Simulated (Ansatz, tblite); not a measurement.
Forces on Ag₂Au₂ at its PBE0-D4/def2-SVP geometry. Charge 0, multiplicity 1.

In the def2 sets Ag, Au take a core potential; there is no spin–orbit coupling. The xTB rows come from tblite. The structure comes from a short search, and lower isomers may exist.

GFN1-xTB (tblite), largest force 0.19 eV/Å:

```xyz
4
positions Å, forces eV/Å
Au    0.361    0.562   -2.256   -0.009   -0.014    0.056
Au   -0.360   -0.564    2.255    0.009    0.014   -0.056
Ag    1.018    0.802    0.363    0.142    0.112    0.051
Ag   -1.019   -0.801   -0.363   -0.142   -0.112   -0.051
```

GFN2-xTB (tblite), largest force 0.53 eV/Å:

```
Au 0.081 0.127 -0.510
Au -0.081 -0.127 0.510
Ag 0.044 0.034 0.016
Ag -0.044 -0.034 -0.016
```

PBE-D4/def2-TZVP (Ansatz), largest force 0.10 eV/Å:

```
Au -0.015 -0.023 0.091
Au 0.014 0.023 -0.091
Ag -0.032 -0.026 -0.011
Ag 0.033 0.025 0.011
```
